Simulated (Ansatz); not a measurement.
System: AsH3, charge 1, doublet. AsH3+ (parent SMILES [AsH3], doublet).
B3LYP-D3(BJ)/def2-TZVP minimum from Ansatz (a program for electronic structure):
```xyz
4

As     0.0005     0.0000     0.0359
H     -0.8542    -1.1590    -0.3848
H     -0.5843     1.3154    -0.3865
H      1.4235    -0.1555    -0.4128
```
Charge +1, spin multiplicity 2.

Total energies in aug-cc-pVTZ, 7 correlated electrons, 14 frozen orbitals. Open shells are spin-unrestricted; no spin-orbit coupling. Correlated methods leave the cores frozen (noble-gas shells, and filled d and f shells in the p block). No relativity. The spin of H3As+ (parent SMILES [AsH3], doublet) was assumed, and the state is the lowest solution found for it.

```
method    program  energy (Eh)  minus CCSDT(Q) (mEh)
--------  -------  -----------  --------------------
HF         Ansatz  -2235.66128                152.73
MP2        Ansatz  -2235.78423                 29.78
CCSD       Ansatz  -2235.80927                  4.74
CCSD(T)    Ansatz  -2235.81318                  0.83
CCSDT(Q)   Ansatz  -2235.81401                  0.00
```

Rough core times of Ansatz's runs on a shared machine: CCSD(T) 20 s, CCSDT(Q) 10 min.
